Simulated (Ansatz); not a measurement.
CH5BFInS (`[F][InH][CH2]BS`) at its PBE0-D4/def2-TZVP geometry, where that method's forces vanish. Charge 0, multiplicity 1. In takes the def2 core potential.

```xyz
10

F    -0.8888   -2.2454    0.6115
In   -1.0665   -0.8144   -0.7338
C     0.9124    0.0701   -0.6704
B     0.4871    1.2082    0.2518
S    -0.0776    0.9653    1.9489
H    -2.5981   -0.7302   -1.4584
H     1.2891    0.3416   -1.6538
H     1.4569   -0.7659   -0.2273
H     0.3328    2.3295   -0.1360
H     0.1528   -0.3587    2.0675
```

Q: What forces (eV/Å) does B3LYP-D4/def2-TZVPP give on these atoms in Ansatz 0.2.0? (An estimate is asked.)

A: Computed: 
```
F1   0.015 -0.206  0.193
In2 -0.208  0.039 -0.287
C3   0.234  0.033 -0.005
B4   0.050  0.211 -0.115
S5  -0.008 -0.027  0.145
H6  -0.067 -0.003 -0.010
H7  -0.019 -0.033  0.069
H8  -0.015  0.084 -0.057
H9   0.026 -0.131  0.036
H10 -0.009  0.032  0.033
```

B3LYP here is the variant with VWN-RPA as its local correlation; programs differ in this.
